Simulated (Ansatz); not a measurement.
Correlation energies of CH₈AlClSi₂ (`[AlH2][SiH]([SiH3])CCl`) by basis set

Z-matrix (Å, degrees):
```
Al
Cl 1 2.562
Si 1 2.459 2 72.7
H 1 1.590 2 101.5 3 114.8
H 1 1.587 2 104.0 3 -119.1
C 2 1.825 1 88.5 3 -14.3
Si 3 2.338 1 125.0 2 125.7
H 3 1.494 1 116.6 2 -93.7
H 6 1.089 2 105.0 1 -102.3
H 6 1.089 2 105.7 1 141.9
H 7 1.489 3 109.6 1 -43.5
H 7 1.488 3 109.9 1 75.7
H 7 1.490 3 112.4 1 -163.6
```

The species carries charge 0 and has multiplicity 1. The structure was optimised at the PBE0-D4/def2-TZVP level. It is one conformer, not always the lowest. Frozen core, restricted reference, Ansatz. CBS rows extrapolate triple and quadruple zeta; past MP2 they add the triple-zeta difference.

```tsv
basis	HF (Eh)	MP2 corr.
def2-SVP	-1321.35490	-0.54424
def2-TZVPP	-1321.84603	-0.70000
def2-QZVPP	-1321.88525	-0.75520
```

**Question.** Estimate the CCSD correlation energy and the (T) correction in each basis where they were run (hartree).

**Answer.** 
| basis | CCSD corr. | (T) |
| --- | --- | --- |
| def2-SVP | -0.62475 | -0.01785 |
| def2-TZVPP | -0.78084 | -0.03199 |
| CBS(def2) | -0.87694 | as TZ |
